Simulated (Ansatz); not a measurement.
Two isomers of CH4BInO: A = `B1[CH2][InH][O]1`, B = `[InH2][CH]1BO1`.

Gas-phase electronic energies from Ansatz, PBE0-D4/def2-TZVP geometries. CCSD(T)/CBS is the MP2 limit (def2-TZVPP, def2-QZVPP) plus CCSD(T) − MP2 in def2-TZVPP, frozen cores. DFT in def2-TZVPP. B3LYP here is the variant with VWN-RPA as its local correlation; programs differ in this. def2 core potentials past Kr. For In outer-core shells are correlated without core-valence functions, which leaves a few kJ/mol of doubt a bond.

A:

```xyz
8

B    -0.9417    0.0639   -0.6609
C     0.4336    0.7976   -0.2725
In    0.6683   -0.8755    1.0481
O    -1.1452   -1.0832    0.0045
H    -1.7308    0.4872   -1.4713
H     0.3566    1.7688    0.2218
H     1.1919    0.8774   -1.0548
H     1.1673   -2.0363    2.1851
```

B:

```xyz
8

In    0.3035   -0.2810    1.5728
C     0.4354    0.1229   -0.5290
B    -0.7215    0.0640   -1.5036
O    -0.4252    1.2793   -1.0690
H    -1.0320    0.3616    2.4478
H     1.5164   -1.2720    2.2933
H     1.4308    0.1569   -0.9739
H    -1.5074   -0.4318   -2.2384
```

**Question.** Which isomer does CCSD(T)/CBS put lower? Give the gap. (An estimate is asked.)

**Answer.** The calculation gave: A, by 56.3 kcal/mol.

**Question.** Give E(B) − E(A) in kcal/mol with MP2/def2-TZVPP, B3LYP-D4, B2PLYP, PBE0-D4, CCSD(T)/def2-TZVPP, LDA (SPW92), B3LYP. (Best estimate.)

**Answer.** Ansatz gave: MP2/def2-TZVPP 57.1, B3LYP-D4 52.9, B2PLYP 54.4, PBE0-D4 53.1, CCSD(T)/def2-TZVPP 54.6, LDA (SPW92) 53.9, B3LYP 52.6. None reverses the order clearly.

**Question.** Does the order hold for the free energy at 298.15 K (harmonic terms from PBE0-D4)? (Estimate.)

**Answer.** Ansatz gave: Yes: G(B) − G(A) = +52.8 kcal/mol.

Largest T1 diagnostic: 0.016.

At CCSD(T), def2-SVP lies −4.1 kcal/mol from the extrapolated value and def2-TZVPP −1.6 kcal/mol. From PBE to PBE0 (25 % exact exchange), in def2-TZVPP and without D4, E(B) − E(A) moves by +0.9 kcal/mol.
